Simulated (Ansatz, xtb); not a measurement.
## Isomers of C4H4S3 in order of energy

4 gas-phase structures of C4H4S3, from a drawn sample of its isomers (lower ones may exist). Each was relaxed with GFN2-xTB:

A. `Sc1cscc1S`, a singlet
B. `Sc1ccsc1S`, a singlet
C. `Sc1csc(S)c1`, a singlet
D. `Sc1ccc(S)s1`, a singlet

Problem. Estimate their order in r2SCAN-D4/def2-SVP energy at these geometries, lowest first.

Solution. Calculated order at r2SCAN-D4/def2-SVP: A (0.000), B (0.045), C (0.074), D (0.101) eV. Less than 1 kcal/mol parts B and C; C and D, so the order within those pairs means little. CCSD(T)/def2-SVP + ΔMP2/def2-TZVPP after further relaxation puts B lowest instead.

Energies above the lowest of each column, in eV; the last columns are at B3LYP/def2-SVP geometries:

```tsv
structure	GFN2-xTB	HF/STO-3G	r2SCAN-D4/def2-SVP	B3LYP/def2-SVP	CCSD(T)/def2-SVP + ΔMP2/def2-TZVPP
A	0.000	0.013	0.000	0.069	0.053
B	0.085	0.071	0.045	0.000	0.000
C	0.061	0.000	0.074	0.015	0.028
D	0.134	0.060	0.101	0.000	0.036
```

CCSD(T)/def2-SVP + ΔMP2/def2-TZVPP puts B lowest, with C and D within 1 kcal/mol; GFN2-xTB picks A, r2SCAN-D4/def2-SVP picks A. CCSD(T)/def2-SVP + ΔMP2/def2-TZVPP orders those it was run on as B (0.000), C (0.028), D (0.036), A (0.053) eV. Less than 1 kcal/mol parts B and C; C and D; D and A, so the order within those pairs means little. Flexible structures stand in one conformer each, not always the lowest. Frequencies (GFN2-xTB) were run for A, C alone. ΔMP2 is the change of the MP2 energy from the smaller to the larger basis.

Over these structures GFN2-xTB departs from r2SCAN-D4/def2-SVP by 0.022 eV on average once a common shift is removed. A GFN2-xTB relaxation took about 0.081 s and the r2SCAN-D4/def2-SVP energy about 1.9 s on a shared host (Ansatz 0.2.0, xtb 6.7.1).
